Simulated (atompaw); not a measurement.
# u(r) = r·R(r): atom against pseudo-atom (Lu (Z = 71))

Columns: radius, all-electron u(r) and pseudo u(r) of the 5d shell (level -25.09 eV) of lutetium in the configuration [Kr] 4d10 4f14 5s2 5p6 5d0 6s0 6p0; PBE, scalar-relativistic, PAW (atompaw) scheme, atompaw 4.2.0.5.

```json
{"r (bohr)": "0.088", "all-electron": "0.1783", "pseudo": "0.0003"}
{"r (bohr)": "0.177", "all-electron": "0.1312", "pseudo": "0.0021"}
{"r (bohr)": "0.265", "all-electron": "-0.1177", "pseudo": "0.0069"}
{"r (bohr)": "0.354", "all-electron": "-0.2882", "pseudo": "0.0163"}
{"r (bohr)": "0.442", "all-electron": "-0.3142", "pseudo": "0.0311"}
{"r (bohr)": "0.531", "all-electron": "-0.2356", "pseudo": "0.0527"}
{"r (bohr)": "0.619", "all-electron": "-0.1052", "pseudo": "0.0812"}
{"r (bohr)": "0.708", "all-electron": "0.0437", "pseudo": "0.1173"}
{"r (bohr)": "0.796", "all-electron": "0.1872", "pseudo": "0.1602"}
{"r (bohr)": "0.885", "all-electron": "0.3183", "pseudo": "0.2101"}
{"r (bohr)": "0.973", "all-electron": "0.4299", "pseudo": "0.2647"}
{"r (bohr)": "1.062", "all-electron": "0.5235", "pseudo": "0.3239"}
{"r (bohr)": "1.150", "all-electron": "0.5977", "pseudo": "0.3844"}
{"r (bohr)": "1.238", "all-electron": "0.6554", "pseudo": "0.4448"}
{"r (bohr)": "1.327", "all-electron": "0.6986", "pseudo": "0.5035"}
{"r (bohr)": "1.415", "all-electron": "0.7284", "pseudo": "0.5572"}
{"r (bohr)": "1.504", "all-electron": "0.7473", "pseudo": "0.6052"}
{"r (bohr)": "1.592", "all-electron": "0.7565", "pseudo": "0.6448"}
{"r (bohr)": "1.681", "all-electron": "0.7578", "pseudo": "0.6756"}
{"r (bohr)": "1.769", "all-electron": "0.7525", "pseudo": "0.6964"}
{"r (bohr)": "1.858", "all-electron": "0.7417", "pseudo": "0.7074"}
{"r (bohr)": "1.946", "all-electron": "0.7267", "pseudo": "0.7085"}
{"r (bohr)": "2.035", "all-electron": "0.7081", "pseudo": "0.7005"}
{"r (bohr)": "2.123", "all-electron": "0.6870", "pseudo": "0.6849"}
{"r (bohr)": "2.212", "all-electron": "0.6637", "pseudo": "0.6634"}
{"r (bohr)": "2.300", "all-electron": "0.6391", "pseudo": "0.6391"}
```

Task: How many radial nodes do the two functions have?

Result: The all-electron 5d function has n − l − 1 = 2; the pseudo-wave has 0, since the states of the same l below it are removed with the core.

Task: Is the pseudo-wave norm-conserving?

Result: No, it belongs to a PAW set: the norm inside the radius is not constrained, and the difference is carried by the augmentation charge.
